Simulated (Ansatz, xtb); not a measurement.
# C3H5GeN: which of two isomers lies lower

Structure X: `N#C/C=[CH]/[GeH3]`, a singlet. Structure Y: `N#C/C=[CH]\[GeH3]`, a singlet. Both are isolated molecules in the gas phase, relaxed with B3LYP-D3(BJ)/def2-SVP.

Question: Which of the two would you expect CCSD(T)/def2-SVP + ΔMP2/def2-TZVPP electronic energies to favour?

Answer: Too close to call at this level: CCSD(T)/def2-SVP + ΔMP2/def2-TZVPP gives E(Y) − E(X) = +0.44 kcal/mol.

The same difference at several levels:

| level | geometry | E(Y) − E(X) (kcal/mol) | departure from the last row (kcal/mol) | job, with rough time for the two |
| --- | --- | --- | --- | --- |
| GFN2-xTB | GFN2-xTB | −0.13 | −0.57 | optimisation, 0.18 s |
| HF/STO-3G | GFN2-xTB | +0.60 | +0.16 | single point, 0.66 s |
| r2SCAN-D4/def2-SVP | GFN2-xTB | −0.40 | −0.85 | single point, 3.8 s |
| B3LYP-D3(BJ)/def2-SVP | B3LYP-D3(BJ)/def2-SVP | +0.41 | −0.03 | optimisation, 77 s |
| HF/def2-SVP | B3LYP-D3(BJ)/def2-SVP | +1.23 | +0.78 | part of the CCSD(T) run |
| MP2/def2-SVP | B3LYP-D3(BJ)/def2-SVP | +0.74 | +0.29 | part of the CCSD(T) run |
| CCSD(T)/def2-SVP | B3LYP-D3(BJ)/def2-SVP | +0.73 | +0.29 | single point |
| CCSD(T)/def2-SVP + ΔMP2/def2-TZVPP | B3LYP-D3(BJ)/def2-SVP | +0.44 |  | single point, 42 s |

As drawn, both hold the same kinds of bond in the same numbers.

The largest departure from CCSD(T)/def2-SVP + ΔMP2/def2-TZVPP is that of r2SCAN-D4/def2-SVP, 0.85 kcal/mol. The last row adds to CCSD(T) the change of the MP2 difference between the two basis sets, here −0.29 kcal/mol.

With thermal terms from frequencies at re-optimised GFN2-xTB minima (ideal gas, soft modes damped towards free rotors, one conformer each, 298.15 K, 1 atm): on the last row, ΔE + ΔZPE = +0.54, ΔH = +0.49, ΔG = +0.40 kcal/mol.

The correlated steps freeze 13 core orbitals; the filled d shell of Ge is correlated, in a basis made for valence electrons. Run with Ansatz 0.2.0, xtb 6.7.1; the last row on 2 threads of Intel(R) Xeon(R) Platinum 8259CL CPU @ 2.50GHz (Skylake/Cascade Lake) on a shared host.
